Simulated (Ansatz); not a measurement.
A search over several starts for the lowest SCF solution of the cluster Ti2S2 at the given spin, in a small basis.

```yaml
crystal:
  periodic: [false, false, false]
  atoms:
    - {symbol: Ti, position_ang: [-1.062920, -0.247945, 0.241445]}
    - {symbol: Ti, position_ang: [0.980794, 0.383383, -0.375012]}
    - {symbol: S, position_ang: [0.037445, 1.336383, 1.492777]}
    - {symbol: S, position_ang: [0.044682, -1.471821, -1.359210]}
basis:
  gaussian: {orbitals: def2-SVP, initial_orbitals: start.molden}
magnetization: {spin_polarized: true, initial_magnetization: 2}
hamiltonian: {xc: pbe, dispersion: d4}
output: {orbitals: {seedname: orbitals}}
```

The file start.molden holds the orbitals of an earlier run on this structure, at another level or in another basis.

```sh
$ ansatz run in.yaml --threads 4 --pin off --events-out ev --progress --plain --max-ram 4787MiB
```

It prints (some lines left out):

```
Functional definition: PBE
1170 factors; their error is unknown
mean field evaluation 1: about -67869.7951 eV, gradient 8.5e-2 eV
mean field evaluation 2: about -67869.7429 eV, gradient 1.2e-4 eV
mean field evaluation 4: about -67869.7429 eV, gradient 1.5e-5 eV
mean field evaluation 8: about -67868.6658 eV, gradient 1.4e1 eV
mean field evaluation 16: about -67869.7429 eV, gradient 2.2e-2 eV
mean field evaluation 32: about -67868.5305 eV, gradient 5.8e0 eV
mean field evaluation 64: about -67868.8835 eV, gradient 3.6e0 eV
mean field evaluation 96: about -67868.3605 eV, gradient 4.1e0 eV
mean field evaluation 128: about -67869.5869 eV, gradient 1.6e0 eV
mean field -67869.74287370 eV, -2494.1670468444 hartree, gradient 1.2e-5 eV, S^2 2.006493; 16 other end points of the search recorded, 0 dependent functions left out
reference -67869.74293703 eV, -2494.1670491717 hartree; 39, 37 occupied and 59, 61 virtual orbitals, 1170 factors
Total energy: -67869.92870468 eV, -2494.1738760071 hartree
```

Run time 22 s (4 threads of Arm Neoverse V1 on a shared host).

Other converged states that the search met: 0.95 eV higher (⟨S²⟩ = 2.19).

At PBE0-D4/def2-TZVP a broken-symmetry singlet of charge 0 lies 0.27 eV below the triplet, each at its own geometry. The structure comes from a short search, and lower isomers may exist.
